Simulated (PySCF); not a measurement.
SMILES [NH]C=O, doublet, B3LYP/def2-SVP optimised geometry. Atoms within 1.6 Å of the plane z = 0.0 Å (x, y, z in Å): N1 (-0.35, -1.13, 0.15), C2 (0.24, 0.09, 0.00), O3 (-0.41, 1.13, 0.00), H4 (-1.35, -1.04, -0.11), H5 (1.35, 0.09, 0.00).

Calculation: unrestricted B3LYP/def2-TZVP (PySCF 2.14.0). Cells within 0.4 Å of a nucleus heavier than hydrogen are left out (blank, or x).

Map of the deformation density (molecule minus spherical neutral atoms) (e/bohr³) on the plane z = 0.0 Å:

```
|11111111111111111111111111111|
|11111111111111111111111111111|
|11111111111111111111111111111|
|11111111111111111111111111111|
|11111111111111111111111111111|
|11111111111111111111111111111|
|11111111111111111111111111111|
|11111111111123211111111111111|
|111111111123x9521111111111111|
|11111111124xxx721000111111111|
|11111111124xxx520000011111111|
|111111111124x6840011000111111|
|11111111111137952232100111111|
|11111111110013xxx787300011111|
|11111111000001xxx999300011111|
|111111100000148x3454100111111|
|11111100011137941111100111111|
|11111000134348730000001111111|
|111110002897xx310000111111111|
|111110001576xx311001111111111|
|11111000023235421111111111111|
|11111100011123211111111111111|
|11111111001111111111111111111|
|11111111111111111111111111111|
|11111111111111111111111111111|
|11111111111111111111111111111|
|11111111111111111111111111111|
|11111111111111111111111111111|
|11111111111111111111111111111|
```
Scale: ten equal steps from -0.017 (start of '0') to 0.111 (end of '9'), in the order '0123456789'; x runs from -3.50 to 3.50, y from -3.50 (bottom) to 3.50 (top).
